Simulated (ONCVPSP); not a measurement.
Logarithmic derivatives: In (Z = 49), ONCV

```json
{
 "Element": "indium",
 "Generator": "ONCVPSP 4.0.1",
 "Type": "optimised norm-conserving Vanderbilt (ONCV)",
 "Functional": "PBE",
 "Relativity": "scalar-relativistic",
 "Frozen core": "[Kr] 4d10",
 "Valence charge": "3",
 "Reference configuration": "5s2 5p0.75 (charge +0.25)",
 "Partial waves": "5s: rc 2.35 bohr, ncon 4, nbas 9, qcut 2.9 1/bohr, 3 projectors, debl 3.8 Ha; 5p: rc 3.15 bohr, ncon 4, nbas 8, qcut 3.1 1/bohr, 2 projectors, debl 2.5 Ha",
 "Local potential": "polynomial inside 2.10 bohr (lpopt 5, dvloc0 1 Ha)",
 "Core correction": "Teter function, fcfact 5.5, rcfact 1.3"
}
```

The phase is arctan(r·R′/R) of the radial function R(r), unwrapped; energies in Ha, scanned from -2 to 5 Ha. A pole is an energy at which the radial function vanishes at the test radius. The pseudo phase is shifted by a multiple of π to meet the all-electron one at the reference energy, and phase errors are pseudo minus all-electron; the curves can meet again beyond the range given. Levels narrower than the energy grid can be missing from the lists of poles.

```csv
channel,radius (bohr),reference energy (Ha),"poles, all-electron","poles, pseudo",unbroken range about the reference energy with phases within 0.05 rad,phase error 1 Ha above the reference energy (rad)
s,2.39,-0.36,0.81,0.81,the whole range,-0.000
p,3.21,-0.14,"0.39, 3.03","0.39, 2.98, 4.53",below 1.2,-0.009
```

Phases in the p channel:

```
E (Ha)  all-electron  pseudo
 -1.98         1.368   1.368
 -1.62         1.336   1.335
 -1.26         1.284   1.283
 -0.90         1.180   1.179
 -0.54         0.845   0.842
 -0.18        -0.814  -0.814
  0.18        -1.451  -1.452
  0.54        -1.636  -1.639
  0.90        -1.811  -1.822
  1.26        -2.383  -2.452
  1.62        -4.161  -4.186
  1.98        -4.506  -4.509
  2.34        -4.614  -4.614
  2.70        -4.672  -4.674
  3.06        -4.716  -4.723
  3.42        -4.758  -4.792
  3.78        -4.809  -5.296
  4.14        -4.898  -7.755
  4.50        -5.186  -7.849
  4.86        -7.060  -7.899
```
